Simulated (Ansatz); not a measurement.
`[SiH3]C1[SiH2][Te]1` and `[SiH3]C1[SiH2]S1` differ in one element.

Ansatz, PBE0-D4/def2-TZVP geometries, multiplicity 1. 

Elements past krypton have def2 core potentials.

```tsv
property	`[SiH3]C1[SiH2][Te]1`
HOMO energy (PBE/def2-TZVPP) / eV	-5.26
HOMO energy (B3LYP/def2-TZVPP) / eV	-6.02
size of the dipole moment (B3LYP/def2-TZVPP) / D	1.31
LUMO energy (ωB97M-V/def2-TZVPP) / eV	0.46
HOMO–LUMO gap (ωB97M-V/def2-TZVPP) / eV	8.78
HOMO energy (ωB97M-V/def2-TZVPP) / eV	-8.32
```

(1) What does the change do to each property? (Estimate.)

Results:

(1) The calculation gave: 
```csv
property,`[SiH3]C1[SiH2]S1`,shift
HOMO energy (PBE/def2-TZVPP) / eV,-5.84,-0.58
HOMO energy (B3LYP/def2-TZVPP) / eV,-6.76,-0.74
size of the dipole moment (B3LYP/def2-TZVPP) / D,1.73,0.42
LUMO energy (ωB97M-V/def2-TZVPP) / eV,1.15,0.69
HOMO–LUMO gap (ωB97M-V/def2-TZVPP) / eV,10.32,1.54
HOMO energy (ωB97M-V/def2-TZVPP) / eV,-9.17,-0.85
```

With PBE0 the HOMO falls by 0.75 eV and the LUMO rises by 0.81 eV, so the gap widens by about 1.56 eV. PBE moves the HOMO by -0.58 eV and ωB97M-V by -0.85 eV. Dipoles are sizes alone; their direction can turn.

B3LYP here is the variant with VWN-RPA as its local correlation; programs differ in this.

Spin–orbit coupling is left out; it splits and shifts lone-pair levels of the heavy atoms by tenths of an eV.
